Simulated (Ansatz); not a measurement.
Ansatz (a quantum-chemistry and plane-wave program) input:

Ansatz 0.2 input:
```yaml
crystal:
  periodic: [false, false, false]
  atoms:
    - {symbol: Zn, position_ang: [0.00000000, 0.00000000, 0.00000000]}
    - {symbol: Cl, position_ang: [0.00000000, 0.00000000, 2.09825127]}
    - {symbol: Cl, position_ang: [-0.00000000, -0.00000000, -2.09825127]}
basis:
  gaussian:
    orbitals: def2-TZVP
hamiltonian:
  xc: {name: r2SCAN}
relax: {f_tol: 0.003, max_steps: 100}
```

Task: Predict the final energy.

Result: -2699.86181 Eh (r2SCAN/def2-TZVP). The basis has 122 functions. The run takes very roughly 29 core-seconds.
